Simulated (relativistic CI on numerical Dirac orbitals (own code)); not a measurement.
# What each ingredient does to the levels of Hg XXVI

Base calculation: Dirac-Coulomb-Breit CI, KLI orbitals optimised for each configuration, a model potential for QED, unscaled Slater integrals.

Configuration list (outside the closed core [Ar] 3d10): 4s2.4p6.4d10.4f9, 4s2.4p6.4d10.4f8.5s, 4s2.4p6.4d10.4f7.5s2, 4s2.4p6.4d9.4f10, 4s2.4p6.4d10.4f8.5p, 4s2.4p6.4d8.4f11, 4s2.4p6.4d10.4f8.5d, 4s2.4p5.4d10.4f10, 4s2.4p6.4d10.4f8.6s, 4p6.4d10.4f11. Levels of other configurations are missing.

Variants: (1) QED terms removed. Shifts of the energy above 4s2.4p6.4d10.4f9 6H°_15/2, in cm⁻¹, for the lowest level and the first level of each name with at least 55 % of one term (blank where a level changes its place among those of its configuration and J or its character, or is not in the variant):

```tsv
Level	Base	Δ(1)
4s2.4p6.4d10.4f9 6H°_15/2	0.0	0.0
4s2.4p6.4d10.4f9 6H°_13/2	25649.0	-122.9
4s2.4p6.4d10.4f9 4M°_21/2	70114.9	-99.9
4s2.4p6.4d10.4f9 4M°_17/2	100210.1	-222.1
4s2.4p6.4d10.4f9 4P°_1/2	103199.2	-227.0
4s2.4p6.4d10.4f9 4M°_19/2	103496.1	-230.7
```

At this charge energies of transitions that change n are usually good to better than 1 %, and those within a shell (Δn = 0) to a few per cent. Terms inside the open d or f shell come out 10 to 20 % too wide with unscaled integrals.

Ionisation energy from the two ground configurations alone: base 809.492 eV. The NIST ASD value (theoretical) is 820 eV.

LS names give the leading component of a level, which can be under half, so a name can repeat, a term be missing and a line seem to break the LS rules.
